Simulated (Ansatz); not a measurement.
Reaction: H3BO2 (SMILES OBO) → H2BO2 (SMILES OB[O], doublet) + H (doublet) (the H-O bond breaks)
Each species at its own B3LYP-D3(BJ)/def2-TZVP minimum (Ansatz, a first-principles code), one conformer.

Total energies in hartree (Ansatz). Open shells are spin-unrestricted; no spin-orbit coupling. Cores are frozen in correlated methods. No relativity. Where a partner has so few electrons that a lower coupled-cluster level is exact, that level stands in.

| species | HF/cc-pVTZ | CCSD(T)/cc-pVTZ | HF/cc-pVQZ | CCSD(T)/cc-pVQZ | CCSD(T)/cc-pVDZ | CCSDT(Q)/cc-pVDZ |
|---|---|---|---|---|---|---|
| 1: H3BO2 (boronic acid, SMILES OBO) | -176.33691 | -176.95613 | -176.35109 | -177.01286 | -176.76640 | -176.76811 |
| 2: H2BO2 (SMILES [O]BO, doublet) | -175.69662 | -176.26463 | -175.71033 | -176.31867 | -176.08535 | -176.08735 |
| 3: H (doublet) | -0.49981 | -0.49981 | -0.49995 | -0.49995 | -0.49928 | -0.49928 |

Question: Work out the bond dissociation energy (electronic) in kcal/mol: take Hartree-Fock from cc-pVQZ, extrapolate the CCSD(T) correlation energy as X^-3 (X = 3, 4), and add CCSDT(Q) - CCSD(T) in cc-pVDZ. 1 hartree = 627.51 kcal/mol.

Answer: 
Species 1: correlation (64·(-0.66177) - 27·(-0.61922))/37 = -0.69282; step -0.00171; E1 = -176.35109 + (-0.69282) + (-0.00171) = -177.04562
Species 2: correlation (64·(-0.60834) - 27·(-0.56801))/37 = -0.63777; step -0.00200; E2 = -175.71033 + (-0.63777) + (-0.00200) = -176.35010
Species 3: correlation (64·(0.00000) - 27·(0.00000))/37 = 0.00000; step +0.00000; E3 = -0.49995 + (0.00000) + (+0.00000) = -0.49995
-1·E1 +1·E2 +1·E3 = 0.19557 hartree = 122.7 kcal/mol.
